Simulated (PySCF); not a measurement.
# Ionisation energy of Nd⁺ by level of theory

Nd⁺ [Xe] 4f4 6s1 [4f5/2^4 6s1/2^1, M_J = 7/2] → Nd²⁺ [Xe] 4f4 [4f5/2^4, M_J = 4], as a difference of total energies. Calculation: PySCF 2.14, in x2c-TZVPPall-2c; the two-component X2C-1e Hamiltonian. Correlated levels: [Ar] 3d10 frozen; the 18 highest virtual spinors dropped. "Screened" scales the spin-orbit matrix elements by Boettger's factors to mimic the two-electron term; Breit and QED terms are absent.

| method | ionisation energy (eV) |
| --- | --- |
| GHF (spin-free) | 10.037 |
| GMP2 (spin-free) | 10.822 |
| GHF (screened spin-orbit) | 10.038 |
| GMP2 (screened spin-orbit) | 10.821 |

**Question.** How much does correlation contribute at GMP2 (screened spin-orbit)?

**Answer.** 10.821 − (10.038) = 0.783 eV, measured against GHF (screened spin-orbit).

The spin-free rows relax to the high-spin LS determinant and lack the spin-orbit shift.

The labels give the starting determinants; with spin-orbit coupling the two ends relaxed to ⟨J²⟩ = 20.19, ⟨L²⟩ = 41.90, ⟨S²⟩ = 8.73 and ⟨J²⟩ = 23.43, ⟨L²⟩ = 41.89, ⟨S²⟩ = 6.00.

The determinant of Nd⁺ and of Nd²⁺ mixes levels of different J (the jj label is only the starting occupation), so the difference between spin-free and spin-orbit rows is not the physical spin-orbit shift.

For comparison: 10.783 ± 0.02 eV (semi-empirical (NIST evaluation); NIST Atomic Spectra Database, ionization energies).
